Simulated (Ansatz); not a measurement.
This geometry of CH5BCl2Ge (10 atoms, charge 0, multiplicity 1) is a first-order saddle point.

Method: RKS B3LYP-D4/def2-SVP in Ansatz 0.2.0.

```xyz
10
Properties=species:S:1:pos:R:3
Cl -0.180 -2.908 -1.384
B 0.113 -1.575 -0.263
Cl 0.834 -1.985 1.296
C -0.260 -0.113 -0.662
Ge 0.096 1.332 0.638
H 0.257 0.126 -1.609
H -1.333 -0.095 -0.927
H -0.348 2.676 0.020
H -0.698 1.090 1.936
H 1.602 1.402 0.959
```

**Question.** Which two structures does it join? (They come from a converged band through this point; their orientation in space is the band's.)

**Answer.** No bond is made or broken. The dihedral Cl1–B2–C4–Ge5 goes from 89 to -88°. The two ends are copies of one structure, up to a mirror image or an exchange of like atoms.

First end point:

```xyz
10
Properties=species:S:1:pos:R:3
Cl -1.062 -2.558 0.364
B 0.184 -1.497 -0.303
Cl 1.855 -2.070 -0.268
C -0.165 -0.087 -0.826
Ge -0.040 1.223 0.675
H 0.541 0.270 -1.591
H -1.197 -0.014 -1.201
H -0.409 2.619 0.133
H -1.022 0.822 1.793
H 1.399 1.240 1.227
```

Last end point:

```xyz
10
Properties=species:S:1:pos:R:3
Cl 1.853 -2.074 -0.274
B 0.183 -1.497 -0.303
Cl -1.063 -2.554 0.368
C -0.165 -0.087 -0.825
Ge -0.039 1.223 0.675
H 0.541 0.269 -1.591
H -1.197 -0.015 -1.200
H -0.410 2.619 0.134
H -1.019 0.822 1.795
H 1.400 1.242 1.224
```

**Question.** How far does it lie above each of them?

**Answer.** 0.143 eV above the first and 0.143 eV above the second. This is the barrier of this one path; another mechanism may lie lower.

The run took 3.7 min on 2 threads of Intel(R) Xeon(R) 6975P-C (Granite Rapids) (shared host), peak memory 0.35 GiB.
